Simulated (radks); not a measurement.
Question: The rubidium ion Rb+, [Kr]. Calculated with a radial shooting solver on a logarithmic mesh with Libxc functionals: non-relativistic Kohn-Sham, exchange-only B88, spin-polarised, spherical densities, point nucleus. Every spin shell is full or empty, so the densities are truly spherical. Functionals are evaluated on that one density, not self-consistently. Rank these orbital-free kinetic functionals by their error against the exact value of the orbitals, and give that value: Thomas-Fermi, von Weizsacker, TF + vW/9, TF + vW/5, LC94, APBEK, revAPBEK, Perdew 92, Thakkar, Pearson, LKT, PG1, DePristo-Kress, Ernzerhof.

Answer: Exact: 2938.25 hartree. From best to worst, with 100 (|E| - |E exact|)/|E exact| (equal figures are ties): LC94 +0.05, DePristo-Kress -0.07, APBEK +0.12, revAPBEK +0.33, Ernzerhof -0.38, Thakkar -0.48, Perdew 92 -0.70, TF + vW/9 -0.71, Pearson -1.04, TF + vW/5 +3.37, Thomas-Fermi -5.81, PG1 +17.02, LKT +21.55, von Weizsacker -54.08.
